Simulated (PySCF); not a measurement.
## Radial density of Nd⁴⁵⁺ (neodymium, charge +45)

UHF, [Ne] 3s2 3p3, high-spin 4S determinant. All numbers are calculated (PySCF 2.14, the spin-free X2C one-electron Hamiltonian (Gaussian nucleus), in an uncontracted even-tempered set (18 s from 9.6 bohr⁻², ratio 2.5; 12 p from 12 bohr⁻², ratio 2.5; 4 d from 50 bohr⁻², ratio 2.7; 4 f from 74 bohr⁻², ratio 2.7)).

| r (bohr) | 4πr²ρ (e/bohr) | 4πr²(ρα − ρβ) |
| --- | --- | --- |
| 0.0185 | 78.32 | 1.1842 |
| 0.0311 | 66.31 | 3.7072 |
| 0.0523 | 84.21 | 6.0450 |
| 0.0879 | 83.56 | 1.2673 |
| 0.148 | 31.31 | 5.8520 |
| 0.249 | 26.13 | 14.8536 |
| 0.418 | 2.801 | 1.6352 |
| 0.704 | 0.008099 | 0.0039 |

Densities and radii are taken from the X2C orbitals without a picture-change correction, which distorts them close to the nucleus.

Spin-orbit coupling, which splits the p, d and f shells strongly at this Z, is absent. Spin-orbit coupling is strong in this species (close to jj coupling), so the high-spin LS determinant is a model state, not a physical level.
